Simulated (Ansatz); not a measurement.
Cost and result for the atomization energy of `[SiH3][Ga]1[CH2][SiH2]1` (11 atoms, 11 bonds).

```xyz
11

Si   -1.412   -0.810    1.580
Ga   -0.018    0.132   -0.098
C     0.644    1.289   -1.497
Si    2.089   -0.029   -1.302
H    -0.776   -2.003    2.195
H    -1.662    0.212    2.630
H    -2.709   -1.203    0.968
H     0.126    1.264   -2.453
H     0.910    2.306   -1.218
H     0.946   -1.187   -1.124
H     1.863    0.030    0.318
```

The species carries charge 0 and has multiplicity 1. Correlated methods include outer-core shells of Ga, which these sets cover unevenly. Scalar relativity is left out up to krypton. The geometry is a stationary point of PBE0-D4/def2-TZVP. Program: Ansatz. All runs use 4 threads of an Arm Neoverse V2 on a shared host. Times are those of one run each, without the atoms' runs, and a repeat can differ threefold. Electronic energies, without spin–orbit coupling; frozen cores. CCSD(T)/CBS adds CCSD(T) − MP2 in def2-TZVPP to the MP2 limit, and its time is that of the two runs behind it. T1 = 0.016. With those shells the extrapolation isn't a true limit. B3LYP takes the VWN-RPA correlation (the form of Gaussian; ORCA's B3LYP/G).

CCSD(T)/CBS is a level of theory with its own doubt, some kJ/mol a heavy atom from the limit and from the frozen cores, so smaller differences don't rank the functionals.

```json
{"level": "PBE-D4/def2-TZVPP (with forces)", "functions": "261", "wall time": "2.6 s", "atomization (kcal/mol)": "776.7", "difference from CCSD(T)/CBS": "-1.7", "per bond": "-0.2"}
{"level": "PBE0-D4/def2-TZVPP", "functions": "261", "wall time": "3.3 s", "atomization (kcal/mol)": "772.0", "difference from CCSD(T)/CBS": "-6.4", "per bond": "-0.6"}
{"level": "r2SCAN-D4/def2-TZVPP (with forces)", "functions": "261", "wall time": "4.8 s", "atomization (kcal/mol)": "779.5", "difference from CCSD(T)/CBS": "1.1", "per bond": "0.1"}
{"level": "B3LYP-D4/def2-TZVPP (with forces)", "functions": "261", "wall time": "5 s", "atomization (kcal/mol)": "769.7", "difference from CCSD(T)/CBS": "-8.7", "per bond": "-0.8"}
{"level": "B2PLYP/def2-TZVPP", "functions": "261", "wall time": "6 s", "atomization (kcal/mol)": "761.1", "difference from CCSD(T)/CBS": "-17.3", "per bond": "-1.6"}
{"level": "ωB97X-V/def2-TZVPP", "functions": "261", "wall time": "8.5 s", "atomization (kcal/mol)": "779.3", "difference from CCSD(T)/CBS": "0.9", "per bond": "0.1"}
{"level": "ωB97M-V/def2-TZVPP (with forces)", "functions": "261", "wall time": "13 s", "atomization (kcal/mol)": "774.9", "difference from CCSD(T)/CBS": "-3.5", "per bond": "-0.3"}
{"level": "MP2/def2-QZVPP", "functions": "496", "wall time": "23 s", "atomization (kcal/mol)": "768.3", "difference from CCSD(T)/CBS": "-10.1", "per bond": "-0.9"}
{"level": "CCSD(T)/def2-TZVPP", "functions": "261", "wall time": "2.3 min", "atomization (kcal/mol)": "760.3", "difference from CCSD(T)/CBS": "-18.1", "per bond": "-1.6"}
{"level": "CCSD(T)/CBS(def2)", "functions": "–", "wall time": "2.7 min", "atomization (kcal/mol)": "778.4", "difference from CCSD(T)/CBS": "0.0", "per bond": "0.0"}
```

The D4 term adds +10.3 kcal/mol with B3LYP and +5.4 kcal/mol with PBE0; it sums over pairs of atoms, weighted by their polarisabilities, and B3LYP, whose exchange is more repulsive, gets the larger term. From PBE to PBE0 (25 % exact exchange), in def2-TZVPP and without D4, the atomization energy moves by −3.7 kcal/mol: exact exchange takes away binding that semilocal exchange gives to molecules. In def2-TZVPP, CCSD(T) changes the Hartree–Fock value by +193.5 kcal/mol (the triples alone add +10.9 kcal/mol) and MP2 by +190.9 kcal/mol; breaking electron pairs costs correlation energy, which Hartree–Fock lacks.
